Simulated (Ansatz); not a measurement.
Start from `OC(F)[SiH3]` and change one atom or group to get `O=CC(O)F`.

Ansatz, PBE0-D4/def2-TZVP geometries, multiplicity 1. Each molecule was computed in one conformer, which needn't be the lowest.

```tsv
property	`OC(F)[SiH3]`
HOMO–LUMO gap (PBE0/def2-TZVPP) / eV	8.98
HOMO–LUMO gap (ωB97M-V/def2-TZVPP) / eV	12.86
HOMO–LUMO gap (B3LYP/def2-TZVPP) / eV	8.47
size of the dipole moment (PBE/def2-TZVPP) / D	1.69
HOMO–LUMO gap (PBE/def2-TZVPP) / eV	6.59
LUMO energy (PBE0/def2-TZVPP) / eV	0.48
```

Question: What does the change do to each property? (Estimate.)

Answer: Ansatz gave: 
```json
{"property": "HOMO–LUMO gap (PBE0/def2-TZVPP) / eV", "`O=CC(O)F`": "6.64", "shift": "-2.34"}
{"property": "HOMO–LUMO gap (ωB97M-V/def2-TZVPP) / eV", "`O=CC(O)F`": "11.42", "shift": "-1.44"}
{"property": "HOMO–LUMO gap (B3LYP/def2-TZVPP) / eV", "`O=CC(O)F`": "6.14", "shift": "-2.33"}
{"property": "size of the dipole moment (PBE/def2-TZVPP) / D", "`O=CC(O)F`": "1.60", "shift": "-0.09"}
{"property": "HOMO–LUMO gap (PBE/def2-TZVPP) / eV", "`O=CC(O)F`": "3.81", "shift": "-2.78"}
{"property": "LUMO energy (PBE0/def2-TZVPP) / eV", "`O=CC(O)F`": "-1.82", "shift": "-2.30"}
```

The zero-point energy changes by -12.7 kJ/mol with -3 modes. Dipoles are sizes alone; their direction can turn.

B3LYP here is the variant with VWN-RPA as its local correlation; programs differ in this.
